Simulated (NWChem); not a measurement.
# SrCl$_{2}$; SMILES [Cl][Sr][Cl]

```xyz
3

Sr     0.0000     0.0000     0.3319
Cl     2.5154     0.0000    -0.3709
Cl    -2.5154     0.0000    -0.3709
```
Atoms are numbered in this order, from 1.

The geometry was optimised at PBE0/def2-SVP. Not confirmed as a minimum by frequencies. def2 effective core potentials on Sr; no spin-orbit coupling.

Symmetry labels are those of C2v in the frame above (b1 and b2, or b-type labels, depend on it).

**Question.** List the 4 lowest vertical singlet excitations from CAM-B3LYP/def2-SVPD with def2 effective core potentials on Sr, TDA (NWChem).

**Answer.** 
| state | energy (eV) | oscillator strength | symmetry | leading excitation (squared amplitude) |
|---|---|---|---|---|
| S1 | 4.91 | 0.001 | b1 | HOMO → LUMO (0.96) |
| S2 | 4.98 | 0.053 | b2 | HOMO−1 → LUMO (0.97) |
| S3 | 4.99 | 0.039 | a1 | HOMO−2 → LUMO (0.96) |
| S4 | 5.08 | 0.000 | a2 | HOMO−3 → LUMO (0.96) |
